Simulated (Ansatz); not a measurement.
The cluster MnO₂⁺. The state is a quintet with charge 1. Geometry PBE0-D4/def2-TZVP; atoms count from 1.

```xyz
3

Mn   -0.624    1.044   -0.055
O     0.120   -0.604    0.650
O     0.504   -0.440   -0.595
```

The structure holds one bond between oxygen atoms, so isomers without such links may lie far lower. The charge 1 quintet is spin-contaminated (final ⟨S²⟩ up to 6.96, 6.00 for a pure state). The geometry of the quintet was relaxed on an unsound state (⟨S²⟩ 6.96, where a pure state has 6.00). The structure comes from a short search, and lower isomers may exist.

(1) Estimate the Mulliken populations from the PBE0/def2-TZVP orbitals of Ansatz.

(2) Where does the spin sit?

(3) And the Mayer bond orders between bonded heavy atoms (over 0.3)?

Results:

(1) 
```tsv
atom	charge (e)	spin (α − β)	d electrons
Mn1	1.27	4.77	5.33
O2	-0.13	-0.38	–
O3	-0.13	-0.38	–
```
Mulliken values and Mayer orders depend strongly on the basis.

(2) Summed by element: Mn 4.77, O -0.77, of 4 unpaired in all. Largest on single atoms: Mn1 4.77, O2 -0.38, O3 -0.38.

(3) Mn1–O2 0.62 (1.94 Å); Mn1–O3 0.62 (1.94 Å); O2–O3 1.25 (1.31 Å).
